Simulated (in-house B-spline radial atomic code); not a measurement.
Whole-atom quantities along the 8-electron series, configuration 1s2 2s2 2p1/2(2) 2p3/2(2). Breit and QED terms are first order and not part of the total energy; the density at the nucleus is averaged over the nuclear charge. Computed with a B-spline radial code for spherical atoms: Dirac-Hartree-Fock, jj configuration that fills j = l - 1/2 first, finite nuclei.

| ion | Z | E/Z² (Eh) | Σ<r²> (bohr²) | n(0)/Z³ (bohr⁻³) | Lamb diamagnetic shielding (ppm) | repulsion over attraction | Breit energy (eV) | self-energy (eV) | vacuum polarisation (eV) |
| --- | --- | --- | --- | --- | --- | --- | --- | --- | --- |
| Lu63+ | 71 | -1.7942 | 0.039162 | 2.7922 | 4988.87 | 0.021452 | 262.99 | 308.59 | -54.654 |
| Hf64+ | 72 | -1.7994 | 0.037844 | 2.9043 | 5085.78 | 0.021125 | 275.36 | 325.1 | -58.438 |
| Ta65+ | 73 | -1.8048 | 0.036583 | 3.0177 | 5184.12 | 0.020806 | 288.15 | 342.33 | -62.45 |
| W66+ | 74 | -1.8101 | 0.035374 | 3.1348 | 5283.96 | 0.020494 | 301.39 | 360.31 | -66.707 |
| Re67+ | 75 | -1.8156 | 0.034215 | 3.2605 | 5385.38 | 0.02019 | 315.08 | 379.08 | -71.229 |
| Os68+ | 76 | -1.8212 | 0.033104 | 3.384 | 5488.39 | 0.019892 | 329.24 | 398.65 | -76.017 |
| Ir69+ | 77 | -1.8268 | 0.032038 | 3.5265 | 5593.18 | 0.019601 | 343.87 | 419.07 | -81.115 |
| Pt70+ | 78 | -1.8326 | 0.031014 | 3.6683 | 5699.68 | 0.019317 | 359 | 440.37 | -86.516 |

With what power of Z does the column «self-energy (eV)» change over this range?

A fit of the logarithm of its size against log Z from Z = 71 to 78 has slope 3.78. One-loop self-energy scales as Z⁴F(Zα), with F falling from low Z to about Z = 90.
